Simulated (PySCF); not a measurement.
# PBE on Ir (iridium, neutral)

Configuration: [Xe] 4f14 5d7 6s2, high-spin 4F determinant. Computed with PySCF 2.14 in def2-SVP with the def2 core potential (60 electrons) (6s3p2d1f, 32 functions), with scalar relativity through the core potential.

```json
{
 "Total energy": "-104.2641 hartree",
 "One-electron energy": "-179.6661 hartree",
 "Hartree (Coulomb) energy": "85.8475 hartree",
 "Exchange-correlation energy": "-10.4455 hartree",
 "⟨S²⟩": "3.7552",
 "⟨L²⟩": "12.008",
 "Sum of ⟨r⟩": "26.99 bohr",
 "Sum of ⟨r²⟩": "55.66 bohr²",
 "Time after the integrals": "0.33 s of wall time on 1 thread of Neoverse-V2 (shared host)"
}
```

```
shell  electrons  mean orbital energy (hartree)  spread (hartree)  rms radius, mean of both spins (bohr)
 5s α          1                       -3.64801                 0                                   1.05
 5s β          1                       -3.58555                 0                                   1.05
 5p α          3                       -2.02384                 0                                   1.22
 5p β          3                       -1.94979                 0                                   1.22
 5d α          5                       -0.29387           0.02969                                   1.88
 6s α          1                       -0.24393                 0                                   3.15
 5d β          2                       -0.23593                 0                                   1.88
 6s β          1                       -0.20758                 0                                   3.15
```

Energies and moments cover only the electrons outside the core potential. Spin-orbit coupling, absent here, splits the open shell strongly.
